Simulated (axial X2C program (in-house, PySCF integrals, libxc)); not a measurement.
NbGe: from the spin-free to the two-component result

Computed with an in-house relativistic program for diatomic molecules. Spin-free means the one-electron spin-free X2C Hamiltonian; two-component (2c) means X2C with spin–orbit coupling and atomic mean-field two-electron Coulomb and Gaunt terms, so the difference of the two also holds small scalar two-electron terms. Basis: Nb dyall-cv3z [11s12p9d5f3g], Ge dyall-cv3z [9s9p7d4f1g] (cores contracted in-house); Gaussian nuclei, density fitting, unrestricted open shells. Masses: Nb 92.906 u, Ge 73.921 u.

Spin-free state: M_S = 5/2, Λ = 0 (beyond evenly filled blocks: σα, π+α, π-α, δ+α, δ-α); fragments Nb + Ge.

| level | Re (Å) | ωe (cm⁻¹) | De (eV) | μ (D) |
| --- | --- | --- | --- | --- |
| HF | 2.621 | 205.8 | 0.533 | -3.15 |
| CCSD | 2.495 | 274.3 | 2.036 | n/a |
| CCSD(T) | 2.506 | 268.3 | 2.303 | n/a |

Correlated methods: 9 electrons correlated (number of frozen shells: Nb 4 s, 3 p, 1 d; Ge 3 s, 2 p, 1 d), 331 virtual spin orbitals or spinors in MP2, 89 natural virtuals in coupled cluster.

Dipoles are positive if Ge is the positive end.

Two-component determinant lowest at the distance of the search:

Ω = 5/2 (⟨Sz⟩ = 2.50, ⟨Lz⟩ = 0.00 at HF); fragments Nb + Ge.

```json
{"level": "HF", "Re (Å)": "2.621", "ωe (cm⁻¹)": "205.5", "μ (D)": "-3.15"}
{"level": "CCSD", "Re (Å)": "2.495", "ωe (cm⁻¹)": "273.2", "μ (D)": "n/a"}
{"level": "CCSD(T)", "Re (Å)": "2.507", "ωe (cm⁻¹)": "266.6", "μ (D)": "n/a"}
```

Question: From the two tables, how do the constants change at the CCSD(T) level (2c against spin-free)?

Answer: At the CCSD(T) level Re is unchanged within 0.001 Å and ωe goes down by 1.7 cm⁻¹.

The state is one determinant whose occupation by symmetry is held fixed; it was picked as the lowest of a PBE0 search that is not exhaustive. De is counted from the lowest determinant-based energies of the atoms at the same level, without counterpoise correction. De is not given where an atomic determinant may have missed its ground term or J level, or where the truncated virtual space spoils (T). Coupled cluster ran in a truncated set of natural virtual spinors; the MP2 energy of the rest was added. (T) has no such correction and the atoms are truncated less, which lowers De at CCSD(T) by a hundredth of an eV or more. Other states lie close and PBE0, whose exact exchange favours high spin, may order them wrongly; the determinant shown need not be the ground state. The nearest other spin-free determinant of the search, M_S = 3/2, Λ = 3, lies 0.42 eV up at the distance of the search. With several unpaired electrons one determinant need not be a pure state. The outer-core s and p shells of the metal are frozen in the correlated rows, which leaves out core–valence correlation; for alkali and alkaline-earth bonds that tends to lengthen them. This is the top spin component of a Σ state; components of lower Ω are not single determinants and can lie lower. The determinant is spin-polarised beyond a pure state at some levels (its spin-free form has ⟨S²⟩ too high), which makes Re and μ there less reliable. The T1 diagnostic is large, a sign of multireference character. With the outer-core shells frozen, correlated bond lengths of heavy atoms tend to come out a few hundredths of an ångström too long.
